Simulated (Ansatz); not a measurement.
Input and output for `[CH3][AlH][SiH2][SbH2]`.

```yaml
crystal:
  periodic: [false, false, false]
  atoms:
    - {symbol: C, position_ang: [-1.002108, 1.727847, 0.167417]}
    - {symbol: Al, position_ang: [-0.893486, -0.040063, -0.582021]}
    - {symbol: Si, position_ang: [1.252236, -1.021624, -1.145717]}
    - {symbol: Sb, position_ang: [0.868622, -1.889761, 1.346188]}
    - {symbol: H, position_ang: [-1.765199, 1.849235, 0.970775]}
    - {symbol: H, position_ang: [-0.111113, 2.029489, 0.596093]}
    - {symbol: H, position_ang: [-1.200118, 2.436023, -0.606832]}
    - {symbol: H, position_ang: [-2.082032, -0.953077, -0.899294]}
    - {symbol: H, position_ang: [1.438452, -2.315105, -1.925864]}
    - {symbol: H, position_ang: [2.569302, -0.292372, -1.105228]}
    - {symbol: H, position_ang: [-0.651987, -1.206764, 1.281618]}
    - {symbol: H, position_ang: [1.483437, -0.313184, 1.923703]}
basis:
  gaussian: {orbitals: def2-TZVPD, final_grid: {core_spheres: 8, valence_spheres: 7, degree: 23}, point_charges: [{charge: 1.00, position_ang: [5.651, 0.911, 0.551]}]}
hamiltonian: {xc: {name: r2SCAN0}, dispersion: d3bjatm}
output: {forces: true}
```

```sh
$ ansatz run in.yaml --threads 4 --pin off --events-out ev --progress --plain --max-ram 10444MiB
```

Output, abridged:

```
Functional definition: r2SCAN0
1655 factors; their error is unknown
mean field evaluation 1: about -22173.2899 eV, gradient 5.1e1 eV
mean field evaluation 2: about -22170.8370 eV, gradient 5.5e1 eV
mean field evaluation 4: about -22179.4433 eV, gradient 2.5e0 eV
mean field evaluation 8: about -22179.4604 eV, gradient 4.0e-2 eV
mean field evaluation 16: about -22179.6268 eV, gradient 2.8e-4 eV
mean field -22179.62675309 eV, -815.0862492850 hartree, gradient 5.5e-5 eV, S^2 0.000000; 0 other end points of the search recorded, 0 dependent functions left out
reference -22179.62676761 eV, -815.0862498187 hartree; 32, 32 occupied and 219, 219 virtual orbitals, 1655 factors
Total energy: -22179.74240128 eV, -815.0904992776 hartree
Atom 0 at    -1.002108     1.727847     0.167417 Å, force    -1.834641    -0.603239     0.518093 eV/Å
Atom 1 at    -0.893486    -0.040063    -0.582021 Å, force     0.387626     0.112036     0.044074 eV/Å
Atom 2 at     1.252236    -1.021624    -1.145717 Å, force     0.067956    -0.612190    -0.053167 eV/Å
Atom 3 at     0.868622    -1.889761     1.346188 Å, force     1.284044     0.589464     0.125676 eV/Å
Atom 4 at    -1.765199     1.849235     0.970775 Å, force     0.363455    -0.193035    -0.785919 eV/Å
Atom 5 at    -0.111113     2.029489     0.596093 Å, force     2.008548     0.562649     0.890996 eV/Å
Atom 6 at    -1.200118     2.436023    -0.606832 Å, force    -0.384087     0.536273    -0.568877 eV/Å
Atom 7 at    -2.082032    -0.953077    -0.899294 Å, force    -0.479166    -0.445726    -0.177342 eV/Å
Atom 8 at     1.438452    -2.315105    -1.925864 Å, force    -0.016921     0.666361     0.285064 eV/Å
Atom 9 at     2.569302    -0.292372    -1.105228 Å, force    -0.105148    -0.113190     0.041391 eV/Å
Atom 10 at    -0.651987    -1.206764     1.281618 Å, force    -0.908867     0.385393    -0.026631 eV/Å
Atom 11 at     1.483437    -0.313184     1.923703 Å, force    -0.269702    -0.841550    -0.248254 eV/Å
Dipole moment:    -0.413525    -0.080002     0.032871 e Å
```

Hardware: 4 threads of an Arm Neoverse V1 on a shared host. Wall time 6.5 s, peak host memory 0.86 GiB.
